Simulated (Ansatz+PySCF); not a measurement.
Values are calculated unless marked as measured or tabulated.
Several solutions for singlet Be2

```yaml
atoms:
  - { symbol: Be, position_ang: [0.0000, 0.0000, 0.0000] }
  - { symbol: Be, position_ang: [0.0000, 0.0000, 2.4500] }
```

Basis set: 6-31G (spherical functions). Charge 0, multiplicity 1.

UHF was run from several starts with Ansatz (development build ahead of 0.2.0) and PySCF 2.14.0.

| run | program | start | converged | energy (hartree) | <S²> |
| --- | --- | --- | --- | --- | --- |
| A | PySCF | guess huckel, instabilities followed | yes | -29.14584 | 0.85 |
| B | PySCF | guess minao, instabilities followed | yes | -29.14584 | 0.85 |
| C | Ansatz | search for the lowest state | yes | -29.14584 | 0.85 |
| D | Ansatz | atomic start, no search | yes | -29.12108 | 0.00 |
| E | PySCF | program defaults | yes | -29.12108 | 0.00 |
| F | Ansatz | stability test followed | yes | -29.14584 | 0.85 |
| G | PySCF | guess atom, instabilities followed | yes | -29.14584 | 0.85 |
| H | PySCF | guess 1e, instabilities followed | yes | -29.14584 | 0.85 |

(1) Which runs reached the lowest solution of this kind, and what is wrong with the others?

## Answers

(1) A, B, C, F, G, H reached the lowest solution found. Converged but too high: D by 0.67 eV, E by 0.67 eV. Convergence only shows a stationary point, and even a stable one can lie too high; stability tests and further starts are what find lower ones. Caution: the unrestricted determinant is a mixture of spin states. Caution: the determinant breaks the point group.
